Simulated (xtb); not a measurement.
C$_{5}$H$_{8}$O, charge -1, doublet, geometry from GFN2-xTB (a state made from the parent by changing its charge; the spin is typed, not shown lowest), atoms displaced at random by about 0.06 Å a coordinate; GFN2-xTB in xtb.

Input for xtb:
```
$ xtb mol.xyz --gfn 2 --chrg -1 --uhf 1 --ohess --json

# file mol.xyz
14

O      0.86597351     1.88992669    -0.66394688
C      0.34242887     0.85149143     0.01627544
C      1.07346217    -0.55575212     0.19231345
C      0.09616470    -1.43407148    -0.09570646
C     -1.16379729    -0.82348060     0.55695658
C     -1.04392320     0.51043703    -0.05424704
H      1.82734392    -0.49637664    -0.70430825
H      1.54607525    -0.54169841     1.13213553
H      0.32690578    -2.51112593     0.52067873
H     -0.27973128    -1.81087656    -1.01461840
H     -1.20508612    -0.84017098     1.53381566
H     -2.15591880    -1.37248692     0.26774008
H     -1.54353535     0.53371077    -1.01883816
H     -1.75003446     1.31307650     0.70346017
```

The log (banner, timings and long lists left out):

```
   ID    Z sym.   atoms
    1    8 O      1
    2    6 C      2-6
    3    1 H      7-14

           -------------------------------------------------
          |                Calculation Setup                |
           -------------------------------------------------

           -------------------------------------------------
          |                 G F N 2 - x T B                 |
           -------------------------------------------------

          ...................................................
          :                      SETUP                      :
          :.................................................:
          :  # basis functions                  32          :
          :  # atomic orbitals                  32          :
          :  # shells                           20          :
          :  # electrons                        35          :
          :  max. iterations                   250          :
          :  Hamiltonian                  GFN2-xTB          :
          :  restarted?                      false          :
          :  GBSA solvation                  false          :
          :  PC potential                    false          :
          :  electronic temp.          300.0000000     K    :
          :  accuracy                    1.0000000          :
          :  -> integral cutoff          0.2500000E+02      :
          :  -> integral neglect         0.1000000E-07      :
          :  -> SCF convergence          0.1000000E-05 Eh   :
          :  -> wf. convergence          0.1000000E-03 e    :
          :  Broyden damping             0.4000000          :
          :  net charge                         -1          :
          :  unpaired electrons                  1          :
          ...................................................

 iter      E             dE          RMSdq      gap      omega  full diag
   1    -18.9836166 -0.189836E+02  0.405E+00    5.14       0.0  T
   2    -19.1246746 -0.141058E+00  0.203E+00    3.79       1.0  T
   3    -19.1305379 -0.586337E-02  0.117E+00    3.84       1.0  T
   4    -19.1303799  0.158090E-03  0.278E-01    3.77       1.0  T
   5    -19.1310749 -0.695065E-03  0.106E-01    3.77       1.0  T
   6    -19.1310929 -0.180148E-04  0.451E-02    3.81       1.0  T
   7    -19.1310961 -0.319836E-05  0.174E-02    3.81       1.5  T
   8    -19.1310970 -0.896349E-06  0.437E-03    3.81       6.1  T
   9    -19.1310971 -0.537857E-07  0.223E-03    3.81      12.0  T
[...]
         :: total energy             -18.882449361498 Eh    ::
 * total energy  :   -18.8824494 Eh     change       -0.7875336E-09 Eh
 * total energy  :   -18.9445942 Eh     change       -0.6214481E-01 Eh
 * total energy  :   -18.9656731 Eh     change       -0.2107893E-01 Eh
 * total energy  :   -18.9672253 Eh     change       -0.1552217E-02 Eh
 * total energy  :   -18.9675686 Eh     change       -0.3433059E-03 Eh
 * total energy  :   -18.9676590 Eh     change       -0.9033437E-04 Eh
 * total energy  :   -18.9676905 Eh     change       -0.3151852E-04 Eh
 * total energy  :   -18.9676909 Eh     change       -0.4398253E-06 Eh
 * total energy  :   -18.9677006 Eh     change       -0.9666926E-05 Eh
 * total energy  :   -18.9677017 Eh     change       -0.1114579E-05 Eh
   *** GEOMETRY OPTIMIZATION CONVERGED AFTER 10 ITERATIONS ***
         :: total energy             -18.967701702775 Eh    ::
[...]
          :.................................................:

    mode    ω/cm⁻¹     T·S(HO)/kcal·mol⁻¹    T·S(FR)/kcal·mol⁻¹   T·S(vib)
   ------------------------------------------------------------------------
       1     63.80    -1.29277 ( 72.61%)    -0.98381 ( 27.39%)    -1.20815
       2    226.56    -0.56829 ( 99.76%)    -0.60878 (  0.24%)    -0.56838
       3    276.23    -0.46419 ( 99.89%)    -0.55009 (  0.11%)    -0.46428
   ------------------------------------------------------------------------

   temp. (K)  partition function   enthalpy   heat capacity  entropy
                                   cal/mol     cal/K/mol   cal/K/mol   J/K/mol
 298.15  VIB   12.0                 1924.772     15.073     11.103
         ROT  0.121E+06              888.752      2.981     26.244
         INT  0.145E+07             2813.525     18.054     37.346
         TR   0.746E+27             1481.254      4.968     39.185
         TOT                        4294.7785    23.0224    76.5311   320.2062

       T/K    H(0)-H(T)+PV         H(T)/Eh          T*S/Eh         G(T)/Eh
   ------------------------------------------------------------------------
    298.15    0.684417E-02    0.121740E+00    0.363624E-01    0.853778E-01
   ------------------------------------------------------------------------

         :::::::::::::::::::::::::::::::::::::::::::::::::::::
         ::                  THERMODYNAMIC                  ::
         :::::::::::::::::::::::::::::::::::::::::::::::::::::
         :: total free energy         -18.882323874511 Eh   ::
         ::.................................................::
         :: total energy              -18.967701702775 Eh   ::
         :: zero point energy           0.114896072182 Eh   ::
         :: G(RRHO) w/o ZPVE           -0.029518243919 Eh   ::
         :: G(RRHO) contrib.            0.085377828264 Eh   ::
         :::::::::::::::::::::::::::::::::::::::::::::::::::::

optimized geometry written to: xtbopt.xyz

           -------------------------------------------------
          | TOTAL ENERGY              -18.967701702775 Eh   |
          | TOTAL ENTHALPY            -18.845961465479 Eh   |
          | TOTAL FREE ENERGY         -18.882323874511 Eh   |
          | GRADIENT NORM               0.000733739771 Eh/α |
          | HOMO-LUMO GAP               6.845132674604 eV   |
           -------------------------------------------------

normal termination of xtb
```
